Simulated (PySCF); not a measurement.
# Polarisability and C₆ of I²⁺ (iodine, charge +2)

[Kr] 4d10 5s2 5p3, high-spin 4S determinant. Computed with PySCF 2.14 in x2c-QZVPPall with one added diffuse shell each of s, p, d, f type (14s10p8d5f1g, 128 functions), with scalar relativity by spin-free X2C-1e. Coupled (time-dependent) response in atomic units; α is the mean over directions.

```csv
method,mean α (bohr³),C₆ (like pair),S(−4)
M06,13.72,94.84,37.53
```

S(−4) is the Cauchy moment in α(ω) = α(0) + S(−4) ω² + …

α(iu) at M06:

| u (hartree) | α(iu) (bohr³) |
| --- | --- |
| 0 | 13.72 |
| 0.0500 | 13.63 |
| 0.100 | 13.36 |
| 0.200 | 12.38 |
| 0.300 | 11.07 |
| 0.500 | 8.394 |
| 0.750 | 5.896 |
| 1.00 | 4.322 |
| 1.50 | 2.666 |
| 2.00 | 1.868 |
| 3.00 | 1.114 |
| 5.00 | 0.5468 |

A single London oscillator, α(iu) = α/(1 + u²/ω²), gives C₆ = (3/4) ω α². Matching the computed C₆ needs ω = 4 × 94.84 / (3 × 13.72²) = 0.672 hartree.

For an ion, C₆ is the dispersion term alone; charge-induced terms of lower order in 1/R come first.
